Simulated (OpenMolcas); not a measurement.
Computed transition rates of Co3+

| Item | Value |
| --- | --- |
| Program | OpenMolcas 26.06 |
| Method | CASSCF |
| Basis | ANO-RCC-VQZP [7s6p4d3f2g1h] |
| Scalar Hamiltonian | X2C, point nucleus |
| Active space | 6 electrons in 5 orbitals (3d) |
| State averaging | 2S+1 = 5 even, 5 roots; 2S+1 = 3 even, 45 roots kept (CI in the orbitals of an earlier block); 2S+1 = 1 even, 50 roots kept (CI in the orbitals of an earlier block) |
| Spin-orbit coupling | RASSI with atomic mean-field integrals over the reference wave functions, term energies averaged over their components |

Rates come from the transition moments of the reference wave functions (E1 and E2 in the length form). At fixed line strength A goes as λ^-3 for E1 and M1 and as λ^-5 for E2, so a rate at the computed wavelength can be rescaled to the measured one. Measured vacuum wavelengths follow from level energies in Sugar and Corliss, J. Phys. Chem. Ref. Data 10, 1097 (1981). Branching counts decays inside the model space alone, at computed energies, and the table is only a selection of the E2 and M1 lines, drawn from those between levels with measured partners whose computed energy lies within a factor of 1.5 of the measured one.

```csv
Upper,Lower,Type,λ computed (nm),λ measured (nm),A computed (s-1),A rescaled (s-1),Branching %
3d6 3H5,3d6 3H6,M1,31380,28380,8.51e-04,1.15e-03,96.9
3d6 5D2,3d6 5D3,M1,23090,22800,5.27e-03,5.47e-03,100.0
3d6 5D3,3d6 5D4,M1,16270,15650,8.09e-03,9.09e-03,100.0
3d6 3G5,3d6 3H6,M1,1443,1872,1.04e-01,,48.7
3d6 3G4,3d6 3H4,M1,1436,1880,7.58e-02,,37.8
3d6 3G3,3d6 3H4,M1,1386,1787,1.09e-01,,44.7
3d6 1I6,3d6 3H5,M1,764.7,839.6,1.48e-01,,39.7
3d6 1I6,3d6 3H6,M1,746.5,815.4,2.25e-01,,60.3
3d6 1S0(1),3d6 3P1(1),M1,548.9,598.3,3.05e+00,,100.0
3d6 1D2(1),3d6 3F3(1),M1,460.8,602.2,7.07e-01,,40.4
3d6 3H6,3d6 5D4,E2,379.7,422.3,1.33e-05,,100.0
3d6 3H4,3d6 5D4,M1,371.8,412,3.05e-03,,76.7
3d6 3P2(1),3d6 5D3,M1,354.7,449.6,1.26e+00,,91.3
3d6 3P1(1),3d6 5D2,M1,338.1,422.8,1.64e+00,,79.7
3d6 3F2(1),3d6 5D2,M1,336.4,401.7,2.77e-01,,56.7
3d6 3F3(1),3d6 5D3,M1,334.4,398.5,6.86e-01,,65.6
3d6 3F4(1),3d6 5D4,M1,331.5,393.8,1.26e+00,,83.4
3d6 1G4(2),3d6 1I6,E2,245.4,312.8,7.70e+00,2.29e+00,71.5
3d6 3P0(2),3d6 3P2(1),E2,237.7,282.2,3.69e+00,1.56e+00,51.4
3d6 3P1(2),3d6 3P2(1),E2,234.4,277.5,2.63e+00,1.13e+00,35.6
3d6 3D3,3d6 5D4,M1,231.2,273.6,6.13e-01,,56.7
3d6 3F2(2),3d6 3H4,E2,226,281.9,6.96e+00,2.31e+00,48.9
3d6 3F3(2),3d6 3H5,E2,224.2,278.8,6.51e+00,2.19e+00,45.3
3d6 3F4(2),3d6 3H6,E2,222.9,276.6,6.55e+00,2.23e+00,43.5
3d6 1D2(2),3d6 1G4(1),E2,150,183.4,5.47e+01,2.00e+01,68.5
```

Spin-changing lines and M1 lines between different terms are not rescaled, since their strength hangs on the term gaps too.

The largest correction is for 3d6 1G4(2) → 3d6 1I6 (E2): 7.70e+00 × (245.4 / 312.8)^5 = 2.29e+00 s-1, a factor of 0.30.

The computed order of these levels differs from the measured one in 4 places, and where term gaps are wrong the rates of spin-changing lines can be off by large factors.

These are rates of the free ion; in crystals, glasses and complexes forced electric-dipole and non-radiative decay shorten such lifetimes by orders of magnitude. No measured rate stands beside these. Rescaling mends the energy factor alone: line strengths can still be far off where a level mixes with configurations outside the active space, and weak or spin-changing lines hang on small mixing coefficients that depend on the term gaps too, so rescaling need not improve them.

Without dynamic correlation excited terms often stand tens of per cent too high (terms of higher spin than the ground term too low), and those without a measured partner can miss by more than the paired ones. Terms from blocks run as CI alone lack orbitals of their own. Measured partners are found by configuration, term and J. A level has none where our copy of the source lacks it or the pairing is in doubt (some pairs that miss far off the trend of their configuration count as doubtful). Levels of configurations outside the active space are missing.

A number in round brackets counts repeated terms of one configuration in the order of the reference energies.
